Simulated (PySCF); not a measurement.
**Spinor energies of Rh⁺ (rhodium, charge +1)**

Start: [Kr] 4d8; 4d3/2 filled at m_j = -3/2, -1/2, +1/2, +3/2; 4d5/2 filled at m_j = -1/2, +1/2, +3/2, +5/2. Calculated with PySCF 2.14 in x2c-SVPall-2c with one added diffuse shell each of s, p, d type (7s9p7d1f, 76 functions): generalised Hartree-Fock with the X2C-1e Hamiltonian and a Gaussian nucleus; one run each with spin-orbit coupling (SO) switched off, then screened by Boettger's factors.

| spinor shell | electrons | ε, spin-free (eV) | ε, screened SO (eV) | weight of nominal j (screened SO) | rms radius, screened SO (bohr) |
| --- | --- | --- | --- | --- | --- |
| 1s1/2 | 2 | -23345.8 | -23344.3 | 1.000 | 0.0375 |
| 2s1/2 | 2 | -3471.5 | -3471.0 | 1.000 | 0.154 |
| 2p1/2 | 2 | -3106.0 | -3206.2 | 1.000 | 0.134 |
| 2p3/2 | 4 | -3106.0 | -3059.3 | 1.000 | 0.138 |
| 3s1/2 | 2 | -661.36 | -661.21 | 1.000 | 0.415 |
| 3p1/2 | 2 | -537.86 | -555.70 | 1.000 | 0.412 |
| 3d3/2 | 4 | -340.55 | -343.67 | 0.997 | 0.401 |
| 3d5/2 | 6 | -340.55 | -338.29 | 0.998 | 0.405 |
| 4s1/2 | 2 | -108.62 | -108.57 | 1.000 | 1.05 |
| 4p1/2 | 2 | -71.335 | -75.363 | 0.943 | 1.15 |
| 4p3/2 | 4 | -71.335 | -69.358 | 0.972 | 1.18 |
| 4d3/2 | 4 | -19.447 | -19.846 | 0.697 | 1.66 |
| 4d5/2 | 4 | -19.447 | -19.054 | 0.734 | 1.69 |

Q: Where does 3p3/2 lie, and what is the 3p spin-orbit splitting (screened SO)?

A: At -529.43 eV, 26.272 eV above 3p1/2.

```tsv
quantity	spin-free	screened SO
E (hartree)	-4780.16247	-4780.88902
M_J	4	4
⟨J²⟩	20.016	20.015
⟨L²⟩	12.012	12.059
⟨S²⟩	2.004	2.006
```

Each row is a mean over spinors that exchange with the open shell spreads, by up to 7.109 eV (4p3/2).

Rows whose weight is well below 1 are mixtures of j = l ± 1/2: exchange outweighs spin-orbit coupling there, and the label is only the starting occupation.

Breit and QED terms are absent; they matter most for the inner s and p1/2 levels.

Densities and radii are taken from the X2C orbitals without a picture-change correction, which distorts them close to the nucleus.

Without spin-orbit coupling the j labels of p, d and f shells carry no meaning; the spin-free column gives the mean over the occupied spinors of each nl shell.
